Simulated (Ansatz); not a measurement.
ScCl₃⁻. Charge -1, multiplicity 2. Geometry r2SCAN-D4/def2-SVPD; atoms count from 1.

```xyz
4

Sc    0.001    0.002   -0.001
Cl   -0.230   -1.206   -2.051
Cl   -1.921    0.972    1.036
Cl    2.151    0.232    1.016
```

The structure comes from a short search, and lower isomers may exist.

Question: Estimate the Mulliken populations from the PBE0/def2-TZVPD orbitals of Ansatz.

Answer: 
```
atom  charge (e)  spin (α − β)  d electrons
 Sc1        0.78          1.09         1.43
 Cl2       -0.59         -0.03            –
 Cl3       -0.59         -0.03            –
 Cl4       -0.59         -0.03            –
```
Mulliken values depend strongly on the basis. With diffuse functions, as here, like atoms can get unlike values, and bond orders can come out too low or too high.

Question: Where does the spin sit?

Answer: Summed by element: Sc 1.09, Cl -0.09, of 1 unpaired in all. Largest on single atoms: Sc1 1.09, Cl3 -0.03, Cl2 -0.03.

Question: And the Mayer bond orders between heavy atoms (over 0.3)?

Answer: Sc1–Cl2 0.68 (2.39 Å); Sc1–Cl3 0.69 (2.39 Å); Sc1–Cl4 0.68 (2.39 Å).
